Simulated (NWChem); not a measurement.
System: CHBrCl$_{2}$; SMILES ClC(Cl)Br

```xyz
5

Cl    -0.0781     1.3247    -1.4749
C      0.4833     0.4968     0.0000
Cl    -0.0781     1.3247     1.4749
Br    -0.0340    -1.4004     0.0000
H      1.5680     0.5133     0.0000
```
Atoms are numbered in this order, from 1.

Results from NWChem. Geometry: optimised at B3LYP/6-31G* (spherical d). GIAO values for the isolated, static molecule; σ is the absolute isotropic shielding, δ = σ(reference) − σ with the isolated reference molecule computed at the same levels (13C: tetramethylsilane, 1H: tetramethylsilane). Spin-orbit effects, on the heavy nuclei and on their neighbours, are missing.

For level PBE/pcSseg-1:

δ C2 (ppm): 117.7

Task: Estimate the same quantities for level KT2/pcSseg-1.

Result: 
| Property | Value |
|---|---|
| δ C2 (ppm) | 113.3 |
